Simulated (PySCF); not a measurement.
Compound: C₈H₉P.
Structure used (PBE0-D3(BJ)/def2-SVP), in Å, numbered top down from 1:
```xyz
18
C8H9P angstrom
C     -3.747    0.342    0.457
C     -2.841   -0.618    0.222
C     -1.378   -0.501    0.278
C     -0.744    0.685    0.670
C      0.631    0.864    0.739
C      1.574   -0.128    0.425
C      3.039    0.172    0.576
C      1.156   -1.392    0.008
P     -0.479   -1.934   -0.179
H     -4.815    0.128    0.382
H     -3.470    1.365    0.725
H     -3.211   -1.614   -0.050
H     -1.370    1.539    0.945
H      1.003    1.842    1.060
H      3.386   -0.095    1.589
H      3.252    1.241    0.428
H      3.644   -0.404   -0.139
H      1.931   -2.130   -0.229
```

Level: PBE0/def2-SVPD in PySCF, non-relativistic, on one gas-phase PBE0-D3(BJ)/def2-SVP geometry that isn't relaxed in the solvent. The solvent is an IEF-PCM continuum (Bondi radii, 1.10 Å for H, scaled by 1.2), and excitations are vertical TDDFT with non-equilibrium linear response and a frozen core. Only the electrostatic response of the medium enters.

Gas-phase singlets (H = HOMO, L = LUMO):

```csv
state,E (eV),λ (nm),f,leading configuration
S1,4.176,297,0.005,H→L+1 64%
S2,4.458,278,0.373,H→L 88%
S3,4.738,262,0.009,H-2→L 99%
S4,5.078,244,0.007,H-2→L+1 98%
S5,5.233,237,0.208,H-1→L 59%
```

Question: How does the list change in chloroform (ε = 4.711)?

Answer: 
```json
{"state": "S1", "E (eV)": "4.159", "λ (nm)": "298", "f": "0.035", "leading configuration": "H→L+1 51%", "change by rank (eV)": "-0.017"}
{"state": "S2", "E (eV)": "4.332", "λ (nm)": "286", "f": "0.472", "leading configuration": "H→L 72%", "change by rank (eV)": "-0.126"}
{"state": "S3", "E (eV)": "4.753", "λ (nm)": "261", "f": "0.014", "leading configuration": "H-2→L 99%", "change by rank (eV)": "+0.015"}
{"state": "S4", "E (eV)": "5.114", "λ (nm)": "242", "f": "0.359", "leading configuration": "H-1→L 66%", "change by rank (eV)": "+0.036"}
{"state": "S5", "E (eV)": "5.135", "λ (nm)": "241", "f": "0.007", "leading configuration": "H-2→L+1 98%", "change by rank (eV)": "-0.098"}
```

Question: The ground-state energy changes by -0.119 eV from gas to chloroform. By how much does the total energy of gas-phase S2 change?

Answer: E(S2) = E(S0) + excitation energy, so it changes by -0.119 − 0.126 = -0.245 eV: it is lowered more than the ground state, which is what a red shift means. This is the vertical state, with the slow part of the continuum still set for S0.

Question: How do the frontier levels move from gas to chloroform?

Answer: 
```tsv
orbital	gas (eV)	solvent (eV)	change (eV)	Löwdin shares, gas	Löwdin shares, solvent
LUMO+2	0.68	0.84	+0.16	C7 20 %, C5 10 %, H14 9 %, H16 7 %	C7 17 %, C5 10 %, C8 10 %, P9 9 %
LUMO+1	-1.24	-1.23	+0.01	C8 19 %, C4 18 %, P9 15 %, C5 12 %	C8 18 %, C4 18 %, P9 13 %, C5 12 %
LUMO	-1.66	-1.69	-0.03	P9 26 %, C3 16 %, C1 13 %, C6 10 %	P9 27 %, C3 16 %, C1 13 %, C6 9 %
HOMO	-6.52	-6.54	-0.02	C1 20 %, C3 16 %, P9 15 %, C2 14 %	C1 20 %, C3 16 %, P9 15 %, C2 14 %
HOMO-1	-7.35	-7.35	0.00	C8 26 %, C4 19 %, P9 16 %, C5 14 %	C8 25 %, C4 19 %, P9 17 %, C5 15 %
HOMO-2	-7.66	-7.73	-0.07	P9 62 %, C3 12 %, C8 11 %, C4 4 %	P9 61 %, C3 12 %, C8 11 %, C4 5 %
HOMO-3	-8.69	-8.68	+0.01	C2 22 %, C1 16 %, C6 13 %, C8 10 %	C2 22 %, C1 16 %, C6 13 %, C8 10 %
```

The HOMO–LUMO gap goes from 4.86 to 4.85 eV. Rows go by rank; for LUMO+2 the atom shares or the degeneracy differ between the runs, so the row needn't follow one orbital.
